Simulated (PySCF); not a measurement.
C₄H₈S. Atoms are numbered in the order given.

```xyz
13

C      2.2139    -0.1867     0.0000
C      0.8181     0.4179     0.0000
C     -0.1287    -0.0125    -1.1420
S     -1.5628    -0.0674     0.0000
C     -0.1287    -0.0125     1.1420
H      2.7821     0.1275    -0.8907
H      2.7821     0.1275     0.8907
H      2.1639    -1.2882     0.0000
H      0.8847     1.5181     0.0000
H     -0.2351     0.6917    -1.9803
H      0.1070    -1.0135    -1.5384
H     -0.2351     0.6917     1.9803
H      0.1070    -1.0135     1.5384
```

Geometry: ωB97X-D3(BJ)/def2-SVP.

Method: HF/pcSseg-1 in PySCF.

GIAO shieldings, no solvent; atoms listed in one row are averaged. δ = σ(ref) − σ: ¹³C against TMS (σ = 192.6 ppm); ³³S against H2S (σ = 725.2 ppm); ¹H against TMS (σ = 31.99 ppm), references at their B3LYP-D3(BJ)/def2-TZVP geometries, non-relativistic.

Task: Estimate the chemical shifts. (An estimate is asked for; the answer gives what the named calculation found.)

Result: 
| nucleus | atoms | count | δ (ppm) |
|---|---|---|---|
| ¹³C | C3, C5 | 2 | 36.3 |
| ¹³C | C2 | 1 | 36.2 |
| ¹³C | C1 | 1 | 24.3 |
| ³³S | S4 | 1 | 141.2 |
| ¹H | H9 | 1 | 3.20 |
| ¹H | H13, H11 | 2 | 3.10 |
| ¹H | H12, H10 | 2 | 2.93 |
| ¹H | H6, H7, H8 | 3 | 1.31 |
